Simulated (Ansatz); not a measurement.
SiHCl₂F, closed shell: a trajectory.

The input file, in.yaml:

```yaml
crystal:
  periodic: [false, false, false]
  atoms:
    - {symbol: Si, position_ang: [0.191936, -0.355378, 0.352980]}
    - {symbol: Cl, position_ang: [1.595568, -0.757912, -1.081189]}
    - {symbol: Cl, position_ang: [-1.446320, -1.474842, -0.148989]}
    - {symbol: H, position_ang: [0.025092, 1.165683, 0.978403]}
    - {symbol: F, position_ang: [-0.366276, 1.422450, -0.101206]}
basis:
  gaussian: {orbitals: def2-SVP}
hamiltonian: {xc: pbe0, dispersion: d4}
md: {n_steps: 60, timestep: 0.5, temperature: 500, ensemble: nvt_nose_hoover, seed: 702, initial_velocities: maxwell_boltzmann}
```

Run by:

```bash
ansatz run in.yaml --threads 2 --pin off --events-out ev --progress --plain --max-ram 4352MiB
```

What Ansatz 0.2.0 printed:

```
Functional definition: PBE0
  name "PBE0"
  cite "Adamo & Barone, J. Chem. Phys. 110, 6158 (1999) doi:10.1063/1.478522"
  cite "Perdew, Burke & Ernzerhof, Phys. Rev. Lett. 77, 3865 (1996) doi:10.1103/PhysRevLett.77.3865"
  parent pbe
  parameter a = 0.25
  parameter kappa = 0.804
  parameter beta = 0.06672455060314922
  exchange = (1 - a)*pbe_x(kappa = kappa, mu = beta*pi^2/3) + a*exact_x
  correlation = pbe_c(beta = beta)
717 factors; integrals over basis functions are off by at most 2.6e-4 eV
mean field evaluation 1: about -35628.9114 eV, gradient 2.7e1 eV
mean field evaluation 2: about -35624.8922 eV, gradient 5.6e1 eV
mean field evaluation 4: about -35630.2953 eV, gradient 1.7e0 eV
mean field evaluation 8: about -35630.3103 eV, gradient 5.4e-2 eV
mean field evaluation 16: about -35630.3103 eV, gradient 2.6e-5 eV
mean field -35630.31026257 eV, -1309.3897510578 hartree, gradient 2.6e-5 eV, S^2 0.000000; 0 other end points of the search recorded, 0 dependent functions left out
the calculation of the forces begins
reference -35630.31028195 eV, -1309.3897517698 hartree; 29, 29 occupied and 44, 44 virtual orbitals, 717 factors
md step     0: t =     0.00 fs  T =   500.0 K  F+E_penalty+E_count = -35630.43174597 eV  E_kin = 0.193890 eV  conserved = -35630.23785597 eV  (26 SCF iters)
md step     1: t =     0.50 fs  T =   498.9 K  F+E_penalty+E_count = -35630.43127167 eV  E_kin = 0.193460 eV  conserved = -35630.23781121 eV  (27 SCF iters, 3 dispersion substeps)
md step     2: t =     1.00 fs  T =   489.9 K  F+E_penalty+E_count = -35630.42770168 eV  E_kin = 0.189963 eV  conserved = -35630.23773869 eV  (27 SCF iters, 3 dispersion substeps)
md step     3: t =     1.50 fs  T =   475.8 K  F+E_penalty+E_count = -35630.42213709 eV  E_kin = 0.184491 eV  conserved = -35630.23764667 eV  (27 SCF iters, 3 dispersion substeps)
md step     4: t =     2.00 fs  T =   460.2 K  F+E_penalty+E_count = -35630.41601567 eV  E_kin = 0.178473 eV  conserved = -35630.23754361 eV  (27 SCF iters, 3 dispersion substeps)
md step     5: t =     2.50 fs  T =   447.5 K  F+E_penalty+E_count = -35630.41097239 eV  E_kin = 0.173537 eV  conserved = -35630.23743750 eV  (27 SCF iters, 3 dispersion substeps)
md step     6: t =     3.00 fs  T =   441.9 K  F+E_penalty+E_count = -35630.40870705 eV  E_kin = 0.171376 eV  conserved = -35630.23733518 eV  (26 SCF iters, 3 dispersion substeps)
md step     7: t =     3.50 fs  T =   447.7 K  F+E_penalty+E_count = -35630.41086322 eV  E_kin = 0.173625 eV  conserved = -35630.23724585 eV  (27 SCF iters, 3 dispersion substeps)
md step     8: t =     4.00 fs  T =   468.6 K  F+E_penalty+E_count = -35630.41889321 eV  E_kin = 0.181725 eV  conserved = -35630.23718040 eV  (27 SCF iters, 3 dispersion substeps)
md step     9: t =     4.50 fs  T =   507.4 K  F+E_penalty+E_count = -35630.43388556 eV  E_kin = 0.196745 eV  conserved = -35630.23715719 eV  (26 SCF iters, 3 dispersion substeps)
md step    10: t =     5.00 fs  T =   565.0 K  F+E_penalty+E_count = -35630.45629587 eV  E_kin = 0.219112 eV  conserved = -35630.23720633 eV  (26 SCF iters, 3 dispersion substeps)
md step    11: t =     5.50 fs  T =   640.0 K  F+E_penalty+E_count = -35630.48552040 eV  E_kin = 0.248173 eV  conserved = -35630.23737365 eV  (26 SCF iters, 3 dispersion substeps)
md step    12: t =     6.00 fs  T =   726.1 K  F+E_penalty+E_count = -35630.51927107 eV  E_kin = 0.281581 eV  conserved = -35630.23771770 eV  (24 SCF iters, 3 dispersion substeps)
md step    13: t =     6.50 fs  T =   811.2 K  F+E_penalty+E_count = -35630.55283830 eV  E_kin = 0.314580 eV  conserved = -35630.23828102 eV  (24 SCF iters, 3 dispersion substeps)
md step    14: t =     7.00 fs  T =   876.0 K  F+E_penalty+E_count = -35630.57870665 eV  E_kin = 0.339700 eV  conserved = -35630.23901275 eV  (24 SCF iters, 3 dispersion substeps)
md step    15: t =     7.50 fs  T =   897.5 K  F+E_penalty+E_count = -35630.58768348 eV  E_kin = 0.348020 eV  conserved = -35630.23964010 eV  (24 SCF iters, 3 dispersion substeps)
md step    16: t =     8.00 fs  T =   860.2 K  F+E_penalty+E_count = -35630.57325605 eV  E_kin = 0.333577 eV  conserved = -35630.23961269 eV  (24 SCF iters, 3 dispersion substeps)
md step    17: t =     8.50 fs  T =   775.9 K  F+E_penalty+E_count = -35630.53943884 eV  E_kin = 0.300881 eV  conserved = -35630.23844097 eV  (24 SCF iters, 3 dispersion substeps)
md step    18: t =     9.00 fs  T =   696.0 K  F+E_penalty+E_count = -35630.50660224 eV  E_kin = 0.269893 eV  conserved = -35630.23653862 eV  (24 SCF iters, 3 dispersion substeps)
md step    19: t =     9.50 fs  T =   691.5 K  F+E_penalty+E_count = -35630.50388334 eV  E_kin = 0.268149 eV  conserved = -35630.23550767 eV  (24 SCF iters, 3 dispersion substeps)
md step    20: t =    10.00 fs  T =   797.7 K  F+E_penalty+E_count = -35630.54616745 eV  E_kin = 0.309326 eV  conserved = -35630.23654904 eV  (24 SCF iters, 3 dispersion substeps)
md step    21: t =    10.50 fs  T =   976.7 K  F+E_penalty+E_count = -35630.61792498 eV  E_kin = 0.378730 eV  conserved = -35630.23881183 eV  (24 SCF iters, 3 dispersion substeps)
md step    22: t =    11.00 fs  T =  1145.5 K  F+E_penalty+E_count = -35630.68519229 eV  E_kin = 0.444209 eV  conserved = -35630.24047344 eV  (23 SCF iters, 3 dispersion substeps)
md step    23: t =    11.50 fs  T =  1238.3 K  F+E_penalty+E_count = -35630.72157431 eV  E_kin = 0.480171 eV  conserved = -35630.24072129 eV  (24 SCF iters, 3 dispersion substeps)
md step    24: t =    12.00 fs  T =  1239.0 K  F+E_penalty+E_count = -35630.72126682 eV  E_kin = 0.480441 eV  conserved = -35630.23993029 eV  (24 SCF iters, 3 dispersion substeps)
md step    25: t =    12.50 fs  T =  1173.1 K  F+E_penalty+E_count = -35630.69483866 eV  E_kin = 0.454919 eV  conserved = -35630.23878172 eV  (24 SCF iters, 3 dispersion substeps)
md step    26: t =    13.00 fs  T =  1083.7 K  F+E_penalty+E_count = -35630.65937313 eV  E_kin = 0.420252 eV  conserved = -35630.23772768 eV  (24 SCF iters, 3 dispersion substeps)
md step    27: t =    13.50 fs  T =  1012.5 K  F+E_penalty+E_count = -35630.63125111 eV  E_kin = 0.392641 eV  conserved = -35630.23695488 eV  (23 SCF iters, 3 dispersion substeps)
md step    28: t =    14.00 fs  T =   991.1 K  F+E_penalty+E_count = -35630.62278772 eV  E_kin = 0.384346 eV  conserved = -35630.23651602 eV  (26 SCF iters, 3 dispersion substeps)
md step    29: t =    14.50 fs  T =  1037.6 K  F+E_penalty+E_count = -35630.64103865 eV  E_kin = 0.402374 eV  conserved = -35630.23644480 eV  (25 SCF iters, 3 dispersion substeps)
md step    30: t =    15.00 fs  T =  1154.6 K  F+E_penalty+E_count = -35630.68710142 eV  E_kin = 0.447730 eV  conserved = -35630.23681025 eV  (26 SCF iters, 3 dispersion substeps)
md step    31: t =    15.50 fs  T =  1326.5 K  F+E_penalty+E_count = -35630.75508958 eV  E_kin = 0.514403 eV  conserved = -35630.23770690 eV  (24 SCF iters, 3 dispersion substeps)
md step    32: t =    16.00 fs  T =  1517.2 K  F+E_penalty+E_count = -35630.83100009 eV  E_kin = 0.588343 eV  conserved = -35630.23915111 eV  (24 SCF iters, 3 dispersion substeps)
md step    33: t =    16.50 fs  T =  1671.4 K  F+E_penalty+E_count = -35630.89314827 eV  E_kin = 0.648146 eV  conserved = -35630.24084356 eV  (24 SCF iters, 3 dispersion substeps)
md step    34: t =    17.00 fs  T =  1730.1 K  F+E_penalty+E_count = -35630.91770658 eV  E_kin = 0.670903 eV  conserved = -35630.24187162 eV  (24 SCF iters, 3 dispersion substeps)
md step    35: t =    17.50 fs  T =  1666.8 K  F+E_penalty+E_count = -35630.89302432 eV  E_kin = 0.646359 eV  conserved = -35630.24088109 eV  (24 SCF iters, 3 dispersion substeps)
md step    36: t =    18.00 fs  T =  1531.9 K  F+E_penalty+E_count = -35630.83831471 eV  E_kin = 0.594044 eV  conserved = -35630.23761230 eV  (22 SCF iters, 3 dispersion substeps)
md step    37: t =    18.50 fs  T =  1448.4 K  F+E_penalty+E_count = -35630.80390726 eV  E_kin = 0.561661 eV  conserved = -35630.23471158 eV  (23 SCF iters, 3 dispersion substeps)
md step    38: t =    19.00 fs  T =  1516.0 K  F+E_penalty+E_count = -35630.83181848 eV  E_kin = 0.587876 eV  conserved = -35630.23548024 eV  (23 SCF iters, 3 dispersion substeps)
md step    39: t =    19.50 fs  T =  1708.0 K  F+E_penalty+E_count = -35630.91090061 eV  E_kin = 0.662319 eV  conserved = -35630.23904292 eV  (23 SCF iters, 3 dispersion substeps)
md step    40: t =    20.00 fs  T =  1898.4 K  F+E_penalty+E_count = -35630.98871806 eV  E_kin = 0.736176 eV  conserved = -35630.24171475 eV  (25 SCF iters, 3 dispersion substeps)
md step    41: t =    20.50 fs  T =  1982.2 K  F+E_penalty+E_count = -35631.02286752 eV  E_kin = 0.768665 eV  conserved = -35630.24188359 eV  (27 SCF iters, 3 dispersion substeps)
md step    42: t =    21.00 fs  T =  1940.8 K  F+E_penalty+E_count = -35631.00696473 eV  E_kin = 0.752585 eV  conserved = -35630.24043972 eV  (26 SCF iters, 3 dispersion substeps)
md step    43: t =    21.50 fs  T =  1821.1 K  F+E_penalty+E_count = -35630.96046517 eV  E_kin = 0.706191 eV  conserved = -35630.23867545 eV  (25 SCF iters, 3 dispersion substeps)
md step    44: t =    22.00 fs  T =  1689.6 K  F+E_penalty+E_count = -35630.90972423 eV  E_kin = 0.655196 eV  conserved = -35630.23728954 eV  (26 SCF iters, 3 dispersion substeps)
md step    45: t =    22.50 fs  T =  1601.6 K  F+E_penalty+E_count = -35630.87641562 eV  E_kin = 0.621077 eV  conserved = -35630.23648466 eV  (25 SCF iters, 3 dispersion substeps)
md step    46: t =    23.00 fs  T =  1590.3 K  F+E_penalty+E_count = -35630.87343708 eV  E_kin = 0.616672 eV  conserved = -35630.23627370 eV  (25 SCF iters, 3 dispersion substeps)
md step    47: t =    23.50 fs  T =  1664.0 K  F+E_penalty+E_count = -35630.90415790 eV  E_kin = 0.645264 eV  conserved = -35630.23666160 eV  (25 SCF iters, 3 dispersion substeps)
md step    48: t =    24.00 fs  T =  1806.1 K  F+E_penalty+E_count = -35630.96223365 eV  E_kin = 0.700375 eV  conserved = -35630.23768749 eV  (26 SCF iters, 3 dispersion substeps)
md step    49: t =    24.50 fs  T =  1974.4 K  F+E_penalty+E_count = -35631.03135024 eV  E_kin = 0.765640 eV  conserved = -35630.23932912 eV  (25 SCF iters, 3 dispersion substeps)
md step    50: t =    25.00 fs  T =  2105.0 K  F+E_penalty+E_count = -35631.08641488 eV  E_kin = 0.816287 eV  conserved = -35630.24124352 eV  (26 SCF iters, 3 dispersion substeps)
md step    51: t =    25.50 fs  T =  2130.2 K  F+E_penalty+E_count = -35631.10006605 eV  E_kin = 0.826034 eV  conserved = -35630.24241650 eV  (25 SCF iters, 3 dispersion substeps)
md step    52: t =    26.00 fs  T =  2019.4 K  F+E_penalty+E_count = -35631.05881693 eV  E_kin = 0.783065 eV  conserved = -35630.24132854 eV  (25 SCF iters, 3 dispersion substeps)
md step    53: t =    26.50 fs  T =  1829.0 K  F+E_penalty+E_count = -35630.98408288 eV  E_kin = 0.709236 eV  conserved = -35630.23770404 eV  (25 SCF iters, 3 dispersion substeps)
md step    54: t =    27.00 fs  T =  1696.0 K  F+E_penalty+E_count = -35630.93198927 eV  E_kin = 0.657683 eV  conserved = -35630.23457861 eV  (25 SCF iters, 3 dispersion substeps)
md step    55: t =    27.50 fs  T =  1728.0 K  F+E_penalty+E_count = -35630.94798645 eV  E_kin = 0.670083 eV  conserved = -35630.23558016 eV  (25 SCF iters, 3 dispersion substeps)
md step    56: t =    28.00 fs  T =  1890.0 K  F+E_penalty+E_count = -35631.01754903 eV  E_kin = 0.732918 eV  conserved = -35630.23947356 eV  (25 SCF iters, 3 dispersion substeps)
md step    57: t =    28.50 fs  T =  2043.5 K  F+E_penalty+E_count = -35631.08293945 eV  E_kin = 0.792440 eV  conserved = -35630.24215252 eV  (25 SCF iters, 3 dispersion substeps)
md step    58: t =    29.00 fs  T =  2080.8 K  F+E_penalty+E_count = -35631.10078741 eV  E_kin = 0.806876 eV  conserved = -35630.24209447 eV  (25 SCF iters, 3 dispersion substeps)
md step    59: t =    29.50 fs  T =  1990.1 K  F+E_penalty+E_count = -35631.06753153 eV  E_kin = 0.771731 eV  conserved = -35630.24043294 eV  (25 SCF iters, 3 dispersion substeps)
md step    60: t =    30.00 fs  T =  1826.9 K  F+E_penalty+E_count = -35631.00580244 eV  E_kin = 0.708433 eV  conserved = -35630.23856003 eV  (27 SCF iters, 3 dispersion substeps)
Total energy: -35631.00582360 eV, -1309.4153124540 hartree
Atom 0 at     0.300408    -0.515804     0.517041 Å, force    -0.079688    -0.619379    -0.645312 eV/Å
Atom 1 at     1.666077    -0.773253    -1.153028 Å, force    -0.735467     0.141046     0.634361 eV/Å
Atom 2 at    -1.519595    -1.476277    -0.174748 Å, force     0.869640     0.480339     0.168701 eV/Å
Atom 3 at    -0.321654     2.474632     0.334921 Å, force    -0.431633    -2.484033    -1.233840 eV/Å
Atom 4 at    -0.503069     1.621460    -0.127480 Å, force     0.377147     2.482027     1.076090 eV/Å
Dipole moment:     0.013993     0.826768     0.406709 e Å

[the SCF lines of later steps are left out]
```

The lines “mean field evaluation” count trial sets of orbitals through the whole run, from several starts and some on an approximate energy, so they need not fall steadily or lie above the final value.

The run took about 67 s on 2 CPU threads of an Arm Neoverse V1 (shared host).
